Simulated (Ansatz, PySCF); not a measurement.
Spectroscopic constants of SnO, closed-shell singlet (the spin of the measured ground state). No spin–orbit coupling.

Seven points along R, fitted to fifth degree in 1/R; most abundant isotopes. Runs in def2 and cc sets follow the lowest solution found near the PBE0 minimum. The singlet is held restricted. HF and MP2 rows in def2 and cc sets belong to the determinant that coupled cluster picked by its CCSD energy.

Correlated levels freeze the inner cores; with def2 sets outer-core shells near the valence are correlated too. CBS(a, b) extrapolates the correlation energy as X⁻³ and adds the Hartree–Fock energy of set b. Rows in 3-21G carry no dispersion term and start afresh at each structure; the Pople sets are all-electron and without relativity.

The values were computed with Ansatz (Gaussian basis) for Hartree–Fock, density functionals and correlated methods; PySCF for 3-21G rows. Values without a source in brackets are computed. In def2 rows elements past Kr take small-core potentials, without spin–orbit coupling.

D_e counts from each atom's lowest state at the same level, without counterpoise or zero-point energy.

```json
[
 {"level": "HF/3-21G", "r_e (Å)": "1.813", "ω_e (cm⁻¹)": "993", "ω_e x_e (cm⁻¹)": "3.1", "D_e (eV)": "-", "dipole (D)": "3.76"},
 {"level": "HF/def2-QZVPP", "r_e (Å)": "1.784", "ω_e (cm⁻¹)": "969", "ω_e x_e (cm⁻¹)": "3.1", "D_e (eV)": "-", "dipole (D)": "-"},
 {"level": "r2SCAN/def2-TZVPP", "r_e (Å)": "1.828", "ω_e (cm⁻¹)": "850", "ω_e x_e (cm⁻¹)": "3.2", "D_e (eV)": "5.66", "dipole (D)": "4.00"},
 {"level": "B97M-V/def2-TZVPP", "r_e (Å)": "1.827", "ω_e (cm⁻¹)": "850", "ω_e x_e (cm⁻¹)": "3.3", "D_e (eV)": "5.77", "dipole (D)": "4.10"},
 {"level": "MP2/def2-QZVPP", "r_e (Å)": "1.840", "ω_e (cm⁻¹)": "812", "ω_e x_e (cm⁻¹)": "2.6", "D_e (eV)": "-", "dipole (D)": "-"},
 {"level": "MP2/CBS(def2-TZVPP, def2-QZVPP)", "r_e (Å)": "1.838", "ω_e (cm⁻¹)": "(withheld)", "ω_e x_e (cm⁻¹)": "2.7", "D_e (eV)": "-", "dipole (D)": "-"},
 {"level": "CCSD(T)/def2-TZVPP", "r_e (Å)": "1.837", "ω_e (cm⁻¹)": "822", "ω_e x_e (cm⁻¹)": "3.7", "D_e (eV)": "5.49", "dipole (D)": "-"},
 {"level": "CCSD(T)/CBS(def2-TZVPP, def2-QZVPP)", "r_e (Å)": "(withheld)", "ω_e (cm⁻¹)": "(withheld)", "ω_e x_e (cm⁻¹)": "3.7", "D_e (eV)": "5.85", "dipole (D)": "-"}
]
```

Problem. Complete the blanks.

Solution. 
- CCSD(T)/CBS(def2-TZVPP, def2-QZVPP), r_e (Å): 1.829
- CCSD(T)/CBS(def2-TZVPP, def2-QZVPP), ω_e (cm⁻¹): 839
- MP2/CBS(def2-TZVPP, def2-QZVPP), ω_e (cm⁻¹): 818

Measured for the ground state: r_e 1.8325 Å [microwave values compiled in ACS Omega 2, 8373 (2017)]. ω_e x_e 3.73 cm-1, B_e 0.35572 cm-1, α_e 0.0021429 cm-1 [Huber and Herzberg (1979), NIST Chemistry WebBook]. dipole 4.32 D [compilation of Liu, Meijer and Pérez-Ríos].

Doubts at one or more of the structures used: a restricted determinant that unrestricted orbitals would lower (MP2/CBS(def2-TZVPP, def2-QZVPP), CCSD(T)/def2-TZVPP, CCSD(T)/CBS(def2-TZVPP, def2-QZVPP)).

Ansatz is a quantum-chemistry and plane-wave program.
